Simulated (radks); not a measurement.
All-electron atom: Ni XIV in [Ne] 3s2 3p3. Method: non-relativistic Kohn-Sham, SCAN, spin-polarised, spherical densities, point nucleus; open shells are filled with parallel spins first; meta-GGA in the generalised Kohn-Sham scheme; computed with a radial shooting solver on a logarithmic mesh with Libxc functionals.

X-ray form factor f0, the Fourier transform of the density (f0(0) = 15):

| sin(theta)/lambda (1/angstrom) | f0 (electrons) |
|---|---|
| 0.05 | 14.948 |
| 0.1 | 14.792 |
| 0.15 | 14.540 |
| 0.2 | 14.201 |
| 0.25 | 13.788 |
| 0.3 | 13.316 |
| 0.4 | 12.255 |
| 0.5 | 11.142 |
| 0.6 | 10.076 |
| 0.8 | 8.307 |
| 1 | 7.070 |
| 1.25 | 6.001 |
| 1.5 | 5.138 |
| 2 | 3.622 |
